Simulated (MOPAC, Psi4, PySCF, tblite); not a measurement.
Interaction energy of N2 ··· H3B (SMILES N#N and B), singlet. Monomers: optimised at B3LYP-D3(BJ) (def2-TZVP), held rigid. Orientation: a random orientation, not optimised. Only R, the distance of the centres of mass, is varied, so the lowest point isn't the relaxed dimer.

Geometry at R = 4.20 Å (first 2 atoms: monomer A):
```
6

N      0.5455     0.0000     0.0000
N     -0.5455     0.0000     0.0000
B     -3.1776     1.7979     2.0763
H     -2.9920     2.9087     1.6941
H     -2.6136     0.8885     1.5572
H     -3.9270     1.5964     2.9775
```

- SCS-MP2/aug-cc-pVTZ = DF-SCS-MP2/aug-cc-pVTZ, frozen core, counterpoise-corrected (Psi4)
- RKS-B3LYP/3-21G = PySCF 2.14.0 with restricted B3LYP/3-21G, no counterpoise correction
- AM1, restricted, heats of formation (MOPAC)
- RHF/STO-3G = restricted Hartree-Fock/STO-3G, no counterpoise correction (PySCF 2.14.0)
- GFN2-xTB (tblite)

Interaction energies in kJ/mol (negative: bound); R is the distance of the centres of mass, d the N2···H5 distance.

```tsv
R / Å	d / Å	SCS-MP2/aug-cc-pVTZ	RKS-B3LYP/3-21G	AM1	RHF/STO-3G	GFN2-xTB
3.63	2.17	15.38	7.52	14.69	14.95	4.38
3.84	2.38	6.83	1.35	7.58	6.72	1.03
4.00	2.54	3.42	-0.69	4.10	3.60	-0.07
4.20	2.74	1.21	-1.53	1.82	1.65	-0.60
4.36	2.90	0.34	-1.50	1.10	0.91	-0.71
4.61	3.14	-0.21	-0.97	0.74	0.40	-0.67
4.87	3.40	-0.34	-0.42	0.56	0.22	-0.56
5.18	3.71	-0.30	-0.04	0.38	0.14	-0.41
5.67	4.20	-0.18	0.08	0.19	0.09	-0.24
6.41	4.94	-0.07	0.04	0.09	0.05	-0.10
7.37	5.90	-0.02	0.02	0.04	0.03	-0.03
8.70	7.22	-0.01	0.01	0.02	0.01	-0.01
```

Lowest grid point: SCS-MP2/aug-cc-pVTZ -0.34 kJ/mol at R = 4.87 Å; RKS-B3LYP/3-21G -1.53 kJ/mol at R = 4.20 Å; AM1 0.02 kJ/mol at R = 8.70 Å; RHF/STO-3G 0.01 kJ/mol at R = 8.70 Å; GFN2-xTB -0.71 kJ/mol at R = 4.36 Å.
